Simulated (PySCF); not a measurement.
**EPR parameters of C6H8ClO2**

C₆H₈ClO₂ (doublet state).
Z-matrix (Å and degrees, GFN2-xTB geometry), rows numbered from 1:
```
C 
C   1  1.3625
O   2  1.4118  1  115.14
C   3  1.3218  2  118.60  1   118.45
O   4  1.1942  3  127.59  2     0.67
C   2  1.4003  1  126.88  3  -178.11
C   6  1.4876  2  122.16  1   169.85
C   6  1.4737  2  120.46  1    -7.13
Cl  8  1.8292  6  109.73  2    84.08
H   1  1.0736  2  119.89  3    -2.28
H   1  1.0714  2  121.90  3   174.46
H   4  1.1045  3  108.03  2  -178.96
H   7  1.0886  6  111.69  2   -24.44
H   7  1.0885  6  110.03  2  -145.81
H   7  1.0938  6  110.21  2    95.34
H   8  1.0871  6  113.58  2   -33.57
H   8  1.0877  6  111.77  2  -159.70
```

The hyperfine couplings belong to this conformer and change with its torsions.

As a line formula: `[CH2]/C(OC=O)=C(/C)CCl` [radical].

Computed, not measured: UKS B3LYP, pcH-1 on C Cl H O, non-relativistic, mean-field spin-orbit, GIAO in PySCF. The structure is a single GFN2-xTB conformer in the gas phase; no vibrational or solvent corrections. The geometry wasn't refined by DFT: couplings that depend on bond lengths, twists or pyramidal angles can differ widely from those at the functional's own minimum. No stability test was run, so a lower SCF solution isn't excluded. ⟨S²⟩ is 0.776 where a pure state has 0.75.

| Quantity | Value |
| --- | --- |
| g1, g2, g3 | 2.00197, 2.00238, 2.00544 |
| g_iso | 2.00326 |
| Form of g | close to axial: the two nearest values differ by 12 % of g3 − g1 |
| ⟨S²⟩ | 0.7759 (exact 0.7500) |
| HOMO–LUMO gap, α and β orbitals | 5.15, 4.92 eV |

Isotropic coupling and dipolar principal values T1 to T3, in MHz; ρ(0) is the spin density at the nucleus:

```tsv
atom	isotope	a_iso	of which spin–orbit	T1	T2	T3	Mulliken spin population	ρ(0) (bohr⁻³)
C1	13C	47.0	-0.1	-45.1	-43.3	88.4	0.59	0.0419
C2	13C	-53.7	0.0	-30.7	13.0	17.7	-0.24	-0.0478
O3	17O	5.8	0.0	-2.6	-0.6	3.2	0.00	-0.0096
C4	13C	-7.9	0.0	-1.2	0.1	1.1	0.00	-0.0070
O5	17O	-0.8	0.0	-2.2	0.8	1.3	0.00	0.0013
C6	13C	62.2	0.0	-55.6	-54.4	110.0	0.65	0.0553
C7	13C	-22.6	0.0	-1.9	0.5	1.4	-0.05	-0.0201
C8	13C	-14.0	0.0	-1.9	-0.1	2.0	-0.04	-0.0124
Cl9	35Cl	24.8	0.5	-15.1	-14.1	29.2	0.07	0.0554
H10	1H	-36.2	0.0	-22.0	-0.4	22.4	-0.03	-0.0081
H11	1H	-34.4	0.0	-18.7	-1.4	20.2	-0.02	-0.0077
H12	1H	1.7	0.0	-0.7	-0.4	1.1	0.00	0.0004
H13	1H	21.2	0.0	-3.0	-2.6	5.7	0.01	0.0047
H14	1H	31.2	0.0	-3.2	-2.7	5.9	0.01	0.0070
H15	1H	97.8	0.0	-4.0	-2.4	6.4	0.04	0.0219
H16	1H	13.4	0.0	-3.4	-2.1	5.5	0.01	0.0030
H17	1H	12.2	0.0	-3.8	-2.5	6.3	0.00	0.0027
```

Largest spin populations (Mulliken): C6 (+0.65), C1 (+0.59), C2 (-0.24) and Cl9 (+0.07). The angles at C6 add up to 359.9°, so it is planar.

C1, the radical centre as drawn in `[CH2]/C(OC=O)=C(/C)CCl`, holds a spin population of +0.59 out of 1.

Under fast tumbling the dipolar parts average out, and these isotropic splittings remain: 3 × 1H (H13/H14/H15, I = 1/2, 4 lines) with 1.78 mT, 1 × 1H (H10, I = 1/2, 2 lines) with 1.29 mT, 1 × 1H (H11, I = 1/2, 2 lines) with 1.23 mT, 1 × 35Cl (Cl9, I = 3/2, 4 lines) with 0.88 mT, 2 × 1H (H16/H17, I = 1/2, 3 lines) with 0.46 mT and 1 × 1H (H12, I = 1/2, 2 lines) with 0.06 mT.

Means are taken over nuclei equivalent by connectivity, which assumes that they swap fast. H10 and H11 aren't averaged: C1 is flat or nearly so (angle sum 360°), and its turn about the short C1–C2 bond (1.36 Å) is taken as slow. The three 1H nuclei of mean +50.0 MHz run from 21.2 to 97.8 MHz in the frozen geometry.

Main isotope only: 35Cl (natural samples also hold 24 % 37Cl, magnetic too, which adds its own pattern).

The 17O coupling of O3 (5.8 MHz) shows only in satellite lines or after enrichment, since that isotope makes up about 0.038 % of natural oxygen.

The 13C coupling of C6 (62.2 MHz) shows only in satellite lines or after enrichment, since that isotope makes up about 1.07 % of natural carbon.

β density exceeds α density at some nuclei, such as C2 (-0.0478), C7 (-0.0201) and C8 (-0.0124), spin density in bohr⁻³. In a single determinant that takes different orbitals for the two spins, that is spin polarisation.
